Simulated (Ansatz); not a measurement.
`NC(F)[SeH]` and `N[SiH](F)[SeH]` differ in one element.

Ansatz, PBE0-D4/def2-TZVP geometries, multiplicity 1. Each molecule was computed in one conformer, which needn't be the lowest.

Scalar relativity is left out up to krypton.

```json
{"property": "HOMO–LUMO gap (B3LYP/def2-TZVPP) / eV", "`NC(F)[SeH]`": "6.13"}
{"property": "HOMO–LUMO gap (PBE0/def2-TZVPP) / eV", "`NC(F)[SeH]`": "6.65"}
{"property": "HOMO energy (PBE0/def2-TZVPP) / eV", "`NC(F)[SeH]`": "-6.88"}
{"property": "size of the dipole moment (PBE/def2-TZVPP) / D", "`NC(F)[SeH]`": "1.92"}
{"property": "LUMO energy (PBE0/def2-TZVPP) / eV", "`NC(F)[SeH]`": "-0.23"}
{"property": "LUMO energy (B3LYP/def2-TZVPP) / eV", "`NC(F)[SeH]`": "-0.52"}
```

Question: What does the change do to each property? (Estimate.)

Answer: Computed: 
```json
{"property": "HOMO–LUMO gap (B3LYP/def2-TZVPP) / eV", "`N[SiH](F)[SeH]`": "6.91", "shift": "0.78"}
{"property": "HOMO–LUMO gap (PBE0/def2-TZVPP) / eV", "`N[SiH](F)[SeH]`": "7.44", "shift": "0.79"}
{"property": "HOMO energy (PBE0/def2-TZVPP) / eV", "`N[SiH](F)[SeH]`": "-7.35", "shift": "-0.47"}
{"property": "size of the dipole moment (PBE/def2-TZVPP) / D", "`N[SiH](F)[SeH]`": "2.38", "shift": "0.46"}
{"property": "LUMO energy (PBE0/def2-TZVPP) / eV", "`N[SiH](F)[SeH]`": "0.10", "shift": "0.33"}
{"property": "LUMO energy (B3LYP/def2-TZVPP) / eV", "`N[SiH](F)[SeH]`": "-0.18", "shift": "0.34"}
```

With PBE0 the HOMO falls by 0.47 eV and the LUMO rises by 0.33 eV, so the gap widens by about 0.80 eV. PBE moves the HOMO by -0.51 eV and ωB97M-V by -0.41 eV. Dipoles are sizes alone; their direction can turn.

B3LYP here is the variant with VWN-RPA as its local correlation; programs differ in this.

Spin–orbit coupling is left out; it splits and shifts lone-pair levels of the heavy atoms by tenths of an eV.
